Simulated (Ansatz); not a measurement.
Cl2FH3OSi2 (`O[SiH](F)[SiH](Cl)Cl`) at its PBE0-D4/def2-TZVP geometry, where that method's forces vanish. Total charge 0; spin multiplicity 1.

| atom | x (Å) | y (Å) | z (Å) |
| --- | --- | --- | --- |
| O1 | -0.8397 | 0.2358 | -1.7990 |
| Si2 | -0.9566 | 0.5568 | -0.2066 |
| F3 | -2.2228 | -0.1697 | 0.4451 |
| Si4 | 0.9418 | -0.3137 | 0.8712 |
| Cl5 | 2.4983 | 1.0043 | 0.6660 |
| Cl6 | 1.3851 | -2.0530 | -0.1442 |
| H7 | -0.4855 | -0.6159 | -2.0655 |
| H8 | -1.1516 | 2.0142 | -0.0723 |
| H9 | 0.8310 | -0.6589 | 2.3054 |

Question: For each bond, give half the difference of the two atoms' forces along it (eV/Å; positive pushes the atoms apart) under PBE-D4, r2SCAN-D4, B3LYP-D4, ωB97M-V in def2-TZVPP. (Estimate.)

Answer: Computed: 
```
   bond  length (Å)  PBE-D4  r2SCAN-D4  B3LYP-D4  ωB97M-V
 O1–Si2       1.629    0.31       0.08      0.13     0.13
  O1–H7       0.960    0.33       0.01     -0.03    -0.06
 Si2–F3       1.599    0.49       0.05      0.19     0.16
Si2–Si4       2.350   -0.26      -0.05     -0.03    -0.08
 Si2–H8       1.477    0.01      -0.03     -0.16    -0.20
Si4–Cl5       2.050    0.21       0.06      0.20     0.10
Si4–Cl6       2.062    0.22       0.08      0.20     0.09
 Si4–H9       1.479    0.08      -0.03     -0.16    -0.17
```

B3LYP here is the variant with VWN-RPA as its local correlation; programs differ in this.
